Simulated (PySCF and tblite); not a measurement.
Values are calculated unless marked as measured or tabulated.
System: C₃H₈B₂F₃N, numbered as in [BH2:1][NH:2][BH:3][CH2:4][CH2:5][C:6]([F:7])([F:8])[F:9].

Motion: rotation about the B1–N2 bond (torsion H–B1–N2–B3 from 180° to 360°, rising). GFN2-xTB gives an electronic barrier of 12.7 kcal/mol.

PBE0/pcSseg-1 + D3(BJ) on GFN2-xTB geometries gives 20.2 kcal/mol and k(298 K) = 0.54 s⁻¹.

Question: What does HF/pcSseg-1 + D3(BJ) give on GFN2-xTB geometries?

Answer: A barrier of 20.6 kcal/mol, 0.4 above the first HF barrier (from unrounded values) and, with GFN2-xTB thermal terms, ΔG‡(298 K) = 18.6 kcal/mol and k = 0.29 s⁻¹ (2 equivalent paths).

Question: At the first level the ¹H lines of H on B1 [b] / H on B1 [a] span 16 Hz and merge at 342 K (100 MHz). What does the second level predict?

Answer: A span of 11 Hz and merging at 344 K.

Programs: tblite and PySCF.
